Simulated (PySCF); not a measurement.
## Calculated data, CH$_{6}$B$_{3}$

Calculation on a computer-drawn molecule: the log of a Hartree-Fock and frozen-core CCSD(T) single point meant for a local Hartree-Fock minimum, with one planted fault or none, to be diagnosed. Offsets are logged minus clean, where the clean run is the same molecule without the fault. The reference is restricted for singlets and unrestricted otherwise, and also for a bond in bohr or an excited solution. Adding or removing an electron swaps singlet and doublet. The excited solution moves the top pair (singlet) or top alpha electron (doublet) to the lowest empty orbital. Highest occupied and lowest empty are orbital energies over both spins, largest force is the largest gradient component, triples share is (T) over the correlation energy, the T1 limit is 0.02 restricted and 0.045 unrestricted, electrons count all cores, a negative frequency is imaginary (commonest isotopes), and the dipole is about the centre of nuclear charge. Program: PySCF 2.14.0.

```xyz
10
formula=CH6B3 meant_charge=0 meant_multiplicity=2 meant_basis=cc-pVDZ logged_electrons=27 logged_basis_functions=86 logged_SCF_converged=yes logged_spin_squared=1.4788 logged_highest_occupied=-8.6727 logged_lowest_empty=0.51251 logged_largest_force=0.015373 logged_T1_diagnostic=0.058367 logged_D1_diagnostic=0.26595 logged_triples_share=0.039127 logged_CC_converged=yes logged_dipole_magnitude=1.2485 logged_SCF_stable_within_its_kind=yes logged_energy_HF=-115.21336 logged_energy_CCSD(T)=-115.6515 possible_faults=no_fault,one_electron_removed,one_electron_added,multiplicity_raised_by_two,geometry_at_a_saddle_point,SCF_held_on_an_excited_solution,minimal_basis_STO-3G,one_bond_length_entered_in_bohr,all_coordinates_scaled planted_fault=one_bond_length_entered_in_bohr,row_5_of_the_drawn_bonds HF_energy_offset_from_clean_run=67.96 CCSD(T)_energy_offset_from_clean_run=68.35
B     -0.3501     2.8825     1.2728
B      0.8824     1.8906     1.4450
B      1.3566     0.6164     0.4273
C      0.8333    -0.8727     0.5391
H     -1.2617     3.6262     1.1466
H      2.1631     2.2544     3.3064
H      2.1564     0.8469    -0.4497
H      1.6505    -1.5965     0.4562
H      0.1900    -1.0495    -0.3358
H      0.2461    -1.0976     1.4314
```

Units: logged_highest_occupied, logged_lowest_empty in eV; logged_largest_force in hartree/bohr; logged_dipole_magnitude in debye; logged_energy_HF, logged_energy_CCSD(T) in hartree; HF_energy_offset_from_clean_run, CCSD(T)_energy_offset_from_clean_run in kcal/mol.

Drawn bonds:
```csv
atom,other atom,order
1,2,1
2,3,1
3,4,1
1,5,1
2,6,1
3,7,1
4,8,1
4,9,1
4,10,1
```

Notes: T1 above single-reference limit.
